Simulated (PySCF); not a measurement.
## Si (silicon, neutral) across methods

[Ne] 3s2 3p1 4s1, high-spin 3P determinant (an excited configuration). All numbers are calculated (PySCF 2.14, no relativity, point nucleus, in aug-cc-pV(D+d)Z).

| method | E (hartree) | mean ε 3s β (eV) | mean ε 3p α (eV) | mean ε 4s α (eV) | Σ⟨r²⟩ (bohr²) | ⟨S²⟩ |
| --- | --- | --- | --- | --- | --- | --- |
| M06-2X | -289.1669 | -15.799 | -9.036 | -2.503 | 56.62 | 2.003 |
| UHF | -288.67022 | -16.625 | -11.221 | -2.747 | 57.34 | 2.015 |
| BLYP | -289.1935 | -13.350 | -7.107 | -1.417 | 56.22 | 2.003 |
| PBE0 | -289.0609 | -14.480 | -8.466 | -2.029 | 56.67 | 2.006 |
| r2SCAN | -289.1450 | -13.589 | -7.741 | -1.618 | 56.79 | 2.010 |
| TPSSh | -289.1921 | -13.827 | -8.011 | -1.777 | 56.89 | 2.006 |
| LDA | -288.0189 | -13.540 | -7.267 | -1.652 | 56.13 | 2.001 |
| B3LYP | -289.2060 | -14.370 | -8.135 | -1.841 | 56.27 | 2.004 |
| PBE | -289.0360 | -13.398 | -7.365 | -1.667 | 56.55 | 2.004 |

The outer electron is Rydberg-like, and this basis confines it to a smaller radius and binds it less than a complete one would.
